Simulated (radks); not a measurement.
Q: Coherent X-ray form factor from a spherical all-electron density. All-electron calculation, Dirac Kohn-Sham, PBE, spin-unpolarised, spherical densities, finite nucleus; Fermi nuclear charge, rms radius of each element as measured or else 0.836 A^(1/3) + 0.57 fm. Program: a radial shooting solver on a logarithmic mesh with Libxc functionals.

sin(theta)/lambda (1/angstrom)  f0 (electrons)
0.05                                    76.117
0.1                                     73.695
0.15                                    70.260
0.2                                     66.365
0.25                                    62.410
0.3                                     58.623
0.4                                     51.882
0.5                                     46.267
0.6                                     41.552
0.8                                     33.926
1                                       27.932
1.25                                    22.354
1.5                                     18.647
2                                       14.599

The species is in the configuration that NIST lists as its ground one. Which atom or ion scatters so?

A: The platinum ion Pt+, [Xe] 4f14 5d9. Extrapolating in s^2 from the first two rows gives f0(0) = 76.9, near the electron count 77; among species with that count, the fall with angle is slower the higher Z, and the table is that of Z = 78; from so few rows the species is fixed only to a neighbour or two.
